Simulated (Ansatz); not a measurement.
Z-matrix (Å, degrees):
```
Si
H 1 1.4868
H 1 1.4877 2 109.37
H 1 1.4921 2 107.88 3 116.69
C 1 1.8399 2 110.31 4 121.69
H 5 1.0851 1 122.65 2 -25.83
H 5 1.0853 6 114.81 1 177.71
```
Charge 0, spin multiplicity 2.

Computed with frozen-core CCSD(T)/cc-pVTZ // PBE0-D4/def2-TZVP (Ansatz, a program for electronic structure).

| Quantity | Value |
|---|---|
| HF energy | -329.69247 Ha |
| MP2 correlation energy | -0.27694 Ha |

**Question.** Estimate the CCSD correlation energy, the (T) correction, the total energy and the T1 diagnostic.

**Answer.** 
```json
{
 "CCSD correlation energy": "-0.31779 Ha",
 "(T) correction": "-0.00966 Ha",
 "CCSD(T) total energy": "-330.01992 Ha",
 "T1 diagnostic": "0.012"
}
```
